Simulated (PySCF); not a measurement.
Ti(Me)(H)3 (CH6Ti), SMILES [CH3][TiH3], multiplicity 1. Atoms are numbered in the order given.

```xyz
8

Ti     0.0000     0.0000     0.5257
C      0.0000     0.0000    -1.5108
H      0.8958    -0.5172    -1.8700
H      0.0000     1.0344    -1.8700
H     -0.8958    -0.5172    -1.8700
H      1.4102     0.8142     1.0368
H     -1.4102     0.8142     1.0368
H      0.0000    -1.6283     1.0368
```

Geometry: B3LYP-D3(BJ)/def2-TZVP. A frequency run showed that this geometry is not a minimum. The spin state was assumed, not searched. The structure was generated by enumeration; whether it is a known compound was not checked.

Level of theory: PySCF with ωB97X/def2-TZVPD.

Isolated molecule, no solvent.

Computed frontier levels, gap, dipole moment and polarisability:
| Property | Result |
|---|---|
| highest occupied level | -10.83 eV |
| lowest empty level | -0.25 eV |
| orbital gap | 10.58 eV |
| dipole moment | 0.227 e·Å |
| quadrupole, principal values (traceless, Buckingham form, about the centre of nuclear charge) | -1.04, -1.03, 2.07 D·Å |
| mean static polarisability | 61.4 bohr³ (9.09 Å³) |
| polarisability, principal values | 57.4, 57.4, 69.4 bohr³ |
